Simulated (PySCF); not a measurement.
I₂, triplet, at a GFN2-xTB geometry (a higher spin typed on purpose: for a closed-shell molecule this is an excited state) (core potentials on I).

Here is a job for PySCF.
```python
from pyscf import gto, scf, dft

mol = gto.M(
    atom='''
I    -0.000000   -0.000000   -1.584197
I     0.000000    0.000000    1.584197
''',
    basis='def2-svp',
    ecp={'I': 'def2-svp'},
    charge=0,
    spin=2,
    verbose=4,
)

mf = dft.UKS(mol)
mf.xc = 'm06'
mf.kernel()
```

### Question
What <S^2> does M06/def2-SVP run with PySCF give?

### Answer
2.006

### Question
Predict the number of basis functions from M06/def2-SVP.

### Answer
52

These values belong to the state on which the SCF converged, which isn't shown to be the lowest.
